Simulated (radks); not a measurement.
Values are calculated unless marked as measured or tabulated.
Task: Successive ionisation energies (eV) of one element, from differences of total energies of ions in their ground configurations, starting at charge 22: 1011.7, 1079.0, 1132.9, 1243.7, 1295.7, 3133.2, 3285.1, 3439.1, 3595.2, 3825.9, 3988.9, 4222.8, 4353.7, 18382.6, 18918.7. Level of theory: Dirac Kohn-Sham, exchange-only PBE, spin-unpolarised, spherical densities, finite nucleus; open shells fill j = l - 1/2 first; Fermi nuclear charge, rms radius 4.2036 fm (a radial shooting solver on a logarithmic mesh with Libxc functionals). Which element is it?

Result: Rubidium (Z = 37). The first species listed is Rb22+ in [Ne] 3s2 3p3, the last Rb36+ in 1s1.
